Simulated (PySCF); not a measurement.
Ground-state electric properties of a mixed set of molecules.

All values: PBE0/def2-SVPD (PySCF) at GFN2-xTB geometries, gas phase, one conformer each. Core orbitals are frozen in the response; Δα² is half the sum of the squared differences of the principal polarisabilities.

Question: Rank by dipole moment, lowest first.
A. `[CH3:1][CH2:2][CH2:3][CH2:4][C:5]([F:6])=[C:7]([F:8])[F:9]` with C1–C2–C3–C4 -179°, C2–C3–C4–C5 177°, C3–C4–C5–F6 -72°
B. `Fc1ccccn1` (2-fluoropyridine)
C. `[CH2:1]=[CH:2][C@@H:3]([Cl:4])[C@@:5]([CH3:6])([F:7])[CH:8]=[O:9]` with C1–C2–C3–Cl4 118°, C2–C3–C5–C6 -175°, C3–C5–C8–O9 55°
D. `[O:1]=[C:2]1[CH2:3][O:4][CH2:5][C@@:6]1([F:7])[CH2:8][Cl:9]` with C5–C6–C8–Cl9 59°, O1–C2–C3–O4 -169°, C2–C3–O4–C5 -27°, C3–O4–C5–C6 31°, O4–C5–C6–F7 94°
E. `[O:1]=[S:2]1(=[O:3])[O:4][CH2:5][CH2:6][O:7]1` with O1–S2–O4–C5 -74°, S2–O4–C5–C6 -19°, O4–C5–C6–O7 -11°, C5–C6–O7–S2 36°

Answer: C (0.64 D), D (1.86 D), A (2.31 D), B (3.36 D), E (5.27 D).

Question: Rank by HOMO energy, highest first.
A. `O=S1(=O)OCCO1`
B. `C=C[C@@H](Cl)[C@@](C)(F)C=O`
C. `CCCCC(F)=C(F)F`
D. `Fc1ccccn1`

Answer: C (-7.27 eV), D (-7.75 eV), B (-7.98 eV), A (-9.10 eV).

All values together:

| SMILES | formula | μ (D) | HOMO (eV) | LUMO (eV) | α (Å³) | Δα (Å³) | electrons | α per electron (Å³) |
| --- | --- | --- | --- | --- | --- | --- | --- | --- |
| C=C[C@@H](Cl)[C@@](C)(F)C=O | C6H8ClFO | 0.64 | -7.98 | -1.63 | 13.17 | 3.43 | 78 | 0.169 |
| O=C1COC[C@@]1(F)CCl | C5H6ClFO2 | 1.86 | -7.70 | -1.79 | 11.21 | 0.77 | 78 | 0.144 |
| O=S1(=O)OCCO1 | C2H4O4S | 5.27 | -9.10 | 0.03 | 7.81 | 2.00 | 64 | 0.122 |
| CCCCC(F)=C(F)F | C6H9F3 | 2.31 | -7.27 | 0.49 | 11.36 | 4.50 | 72 | 0.158 |
| Fc1ccccn1 | C5H4FN | 3.36 | -7.75 | -1.15 | 9.09 | 5.25 | 50 | 0.182 |

Conformers: `[CH2:1]=[CH:2][C@@H:3]([Cl:4])[C@@:5]([CH3:6])([F:7])[CH:8]=[O:9]` with C1–C2–C3–Cl4 118°, C2–C3–C5–C6 -175°, C3–C5–C8–O9 55°; `[O:1]=[C:2]1[CH2:3][O:4][CH2:5][C@@:6]1([F:7])[CH2:8][Cl:9]` with C5–C6–C8–Cl9 59°, O1–C2–C3–O4 -169°, C2–C3–O4–C5 -27°, C3–O4–C5–C6 31°, O4–C5–C6–F7 94°; `[O:1]=[S:2]1(=[O:3])[O:4][CH2:5][CH2:6][O:7]1` with O1–S2–O4–C5 -74°, S2–O4–C5–C6 -19°, O4–C5–C6–O7 -11°, C5–C6–O7–S2 36°; `[CH3:1][CH2:2][CH2:3][CH2:4][C:5]([F:6])=[C:7]([F:8])[F:9]` with C1–C2–C3–C4 -179°, C2–C3–C4–C5 177°, C3–C4–C5–F6 -72°.
